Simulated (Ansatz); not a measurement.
C3H6OSi (`C[Si]1(O)C=C1`), charge 0, multiplicity 1.

**Question.** Give a relaxed structure at PBE0-D4/def2-TZVP (Ansatz). (Best estimate.)

**Answer.** Computed: 
Z-matrix (Å, degrees):
```
C
Si 1 1.850
H 1 1.091 2 110.5
H 1 1.092 2 110.5 3 -120.5
H 1 1.092 2 110.5 3 120.5
O 2 1.645 1 105.2 3 -180.0
C 2 1.793 1 125.4 3 27.5
C 2 1.793 1 125.4 3 -27.5
H 6 0.959 2 116.2 1 -180.0
H 7 1.085 2 159.4 1 75.4
H 8 1.085 2 159.4 1 -75.5
```
Point group Cs.
This is one stationary point; other conformers may exist.
